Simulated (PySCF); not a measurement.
## Working out the ionisation energy of Ag

Ag [Kr] 4d10 5s1 (2S) → Ag⁺ [Kr] 4d10 (1S). Calculation: PySCF 2.14, in x2c-TZVPall (8s6p6d1f, 63 functions); the spin-free X2C one-electron Hamiltonian (Gaussian nucleus). Frozen: [Kr]. Energies in hartree (1 hartree = 27.21139 eV):

```
             part    Ag (lower)   Ag⁺ (upper)
              UHF  -5312.812032  -5312.578517
MP2 opposite-spin     -0.187585     -0.172168
    MP2 same-spin     -0.111076     -0.099865
```

**Question.** What does Hartree-Fock give?

**Answer.** (-5312.578517) − (-5312.812032) = 0.233515 hartree = 6.354 eV.

**Question.** What do MP2 and SCS-MP2 (6/5 opposite-spin, 1/3 same-spin) give?

**Answer.** The opposite-spin parts differ by 0.420 eV and the same-spin parts by 0.305 eV. MP2: 6.354 + (0.420) + (0.305) = 7.079 eV. SCS-MP2: 6.354 + 1.2 × (0.420) + (0.305)/3 = 6.960 eV.

Measured between the centres of the two terms (NIST): 7.576 eV, so MP2 (valence) is off by -0.497 eV.

What remains against the reference includes basis incompleteness, the frozen core and correlation beyond second order.
